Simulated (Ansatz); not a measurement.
C$_{2}$H$_{9}$N$_{2}$Nb, SMILES `[CH3][Nb]([CH3])(=[NH])[NH2]`, relaxed with RKS PBE0-D4/def2-TZVP in Ansatz 0.2.0 from a PBE-D4/def2-SVP geometry. The force threshold is 0.005 eV/Å; the program also tests the step.

The species carries charge 0 and has multiplicity 1. Nb takes the def2 core potential.

Start:

```xyz
14

C    -1.488    1.071   -0.845
Nb   -0.072   -0.123    0.299
C     1.415   -1.029   -1.008
N    -0.975   -1.432    1.053
N     0.763    0.918    1.760
H    -2.371    1.425   -0.272
H    -1.870    0.453   -1.691
H    -0.978    1.964   -1.278
H     0.884   -1.524   -1.854
H     2.056   -1.797   -0.529
H     2.080   -0.244   -1.438
H    -1.507   -2.199    1.471
H     0.715    0.779    2.774
H     1.348    1.739    1.557
```

How much energy does the relaxation release, and in how many steps? (Best estimate.)

The calculation gave: 5.37 kJ/mol, in 8 steps, 1 of them rejected.

Which bonds change most? (An estimate is asked.)

Ansatz gave: C1–H6 from 1.110 to 1.093 Å; C1–H7 from 1.115 to 1.098 Å; C1–H8 from 1.116 to 1.098 Å; Nb2–N4 from 1.760 to 1.743 Å.

Give the relaxed structure. (Estimate.)

The calculation gave: 
```xyz
14

C    -1.481    1.065   -0.845
Nb   -0.070   -0.121    0.298
C     1.406   -1.025   -1.008
N    -0.966   -1.416    1.043
N     0.763    0.917    1.750
H    -2.343    1.410   -0.269
H    -1.860    0.457   -1.676
H    -0.979    1.944   -1.271
H     0.885   -1.527   -1.833
H     2.040   -1.768   -0.518
H     2.055   -0.250   -1.439
H    -1.490   -2.172    1.457
H     0.703    0.757    2.744
H     1.340    1.729    1.566
```
